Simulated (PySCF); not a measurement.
Harmonic spectrum computed at PBE0 in the def2-TZVP basis family (core potentials from Rb on, PySCF, no spin–orbit coupling):

```json
{"symmetry": "b", "ω (cm⁻¹)": "117", "IR (km/mol)": "32.4"}
{"symmetry": "a", "ω (cm⁻¹)": "185", "IR (km/mol)": "0.2"}
{"symmetry": "b", "ω (cm⁻¹)": "208", "IR (km/mol)": "10.5"}
{"symmetry": "b", "ω (cm⁻¹)": "235", "IR (km/mol)": "131"}
{"symmetry": "a", "ω (cm⁻¹)": "258", "IR (km/mol)": "51.7"}
{"symmetry": "a", "ω (cm⁻¹)": "600", "IR (km/mol)": "0.0"}
{"symmetry": "a", "ω (cm⁻¹)": "627", "IR (km/mol)": "2.3"}
{"symmetry": "b", "ω (cm⁻¹)": "736", "IR (km/mol)": "181"}
{"symmetry": "b", "ω (cm⁻¹)": "834", "IR (km/mol)": "161"}
{"symmetry": "a", "ω (cm⁻¹)": "854", "IR (km/mol)": "32.2"}
{"symmetry": "b", "ω (cm⁻¹)": "3884", "IR (km/mol)": "236"}
{"symmetry": "a", "ω (cm⁻¹)": "3886", "IR (km/mol)": "6.0"}
```

Question: Which molecule gave it? In each, all ligands are bound to the one heavy central atom.
A. CoO(OH)₂ (quartet)
B. GeO(OH)₂ (singlet)
C. CuO(OH)₂ (doublet)
D. AsO(OH)₂ (doublet)
E. MoO(OH)₂ (triplet)

Answer: C. It has C2 symmetry with Cu–O 1.740 Å, Cu–O 1.743 Å (×2), O–H 0.961 Å (×2).
